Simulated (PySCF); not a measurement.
**Electron correlation in Rb (rubidium, neutral)**

[Kr] 4d1, 2D determinant (an excited configuration). Computed with PySCF 2.14 in x2c-TZVPPall with one added diffuse shell each of s, p, d, f type (9s7p7d3f1g, 95 functions), with the spin-free X2C one-electron Hamiltonian (Gaussian nucleus). Frozen: [Ar] 3d10; 9 electrons correlated.

| level | correlation energy (mhartree) |
| --- | --- |
| CCSD | -181.81 |
| (T) | -4.60 |
| CCSD(T) | -186.41 |

Diagnostics: T1 = 0.032, D1 = 0.1365, largest double amplitude 0.033.

Problem. Is a single reference adequate?

Solution. Largely. T1 is above 0.03 while the doubles stay small, so the singles mainly relax the orbitals.

This basis was not built for core-valence correlation, so the inner-shell part is incomplete.
